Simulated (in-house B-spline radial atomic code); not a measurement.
S⁴⁺. Computed with a B-spline radial atomic code. Model: all-electron spherical atom, spin shells full or empty, radial basis limit, no spin-orbit coupling, Breit or QED, empty-state partial waves extrapolated as (l+1/2)^-4, RPA, G0W0 and static COHSEX of the highest shell as one setting changes (uncorrelated shells keep exact exchange).

Given: element S; charge 4; filled core Ne; hamiltonian non-relativistic; mean-field start Hartree-Fock; highest l of empty states 9; highest mean-field shell 3s.

Shell: 3s 1 1 (electrons up and down).

| lowest nl shells left uncorrelated | RPA correlation energy (hartree) | G0W0 level (eV) | G0W0 minus most complete (meV) | COHSEX level (eV) | removal by RPA minus most complete (meV) |
| --- | --- | --- | --- | --- | --- |
| 0 | -0.6659 | -72.555 | 0 | -74.372 | 0 |
| 1 | ? | ? | ? | ? | ? |
| 2 | ? | ? | ? | ? | ? |
| 3 | -0.069622 | -72.255 | 300.3 | -73.928 | -319.9 |

Problem. What follows for lowest nl shells left uncorrelated = 1?

Solution. RPA correlation energy -0.54194 hartree; G0W0 level -72.552 eV; G0W0 minus most complete 3.7 meV; COHSEX level -74.362 eV; removal by RPA minus most complete -0.9 meV.

Problem. What follows for lowest nl shells left uncorrelated = 2?

Solution. RPA correlation energy -0.40579 hartree; G0W0 level -72.586 eV; G0W0 minus most complete -30.2 meV; COHSEX level -74.419 eV; removal by RPA minus most complete 19 meV.
